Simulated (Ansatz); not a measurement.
Basis-set extrapolation for `[SiH3][O][AlH][SiH3]` (PBE0-D4/def2-TZVP geometry, frozen core, Ansatz). Multiplicity 1, RHF reference.

```json
{"": "HF", "def2-TZVPP": "-898.881145", "def2-QZVPP": "-898.910891"}
{"": "MP2 correlation", "def2-TZVPP": "-0.565873", "def2-QZVPP": "-0.609449"}
{"": "CCSD(T) correlation", "def2-TZVPP": "-0.643885", "def2-QZVPP": "not run"}
```

Energies in hartree. Use E(X) = E(∞) + A·exp(−7.88·√X) for Hartree–Fock and E(X) = E(∞) + B·X^(−2.97) for correlation, with X = 3 and 4, and add CCSD(T) minus MP2 of the smaller set to the MP2 limit.

**Question.** What is the CCSD(T) energy at the basis-set limit?

**Answer.** HF limit: -898.910891 + (-0.029746) × 0.13774 = -898.91499. MP2 limit: -0.609449 + (-0.043576) × 0.74074 = -0.64173. Higher-order term: -0.643885 − (-0.565873) = -0.07801. Total: -899.63473 hartree, 2.99 eV below CCSD(T)/def2-TZVPP.
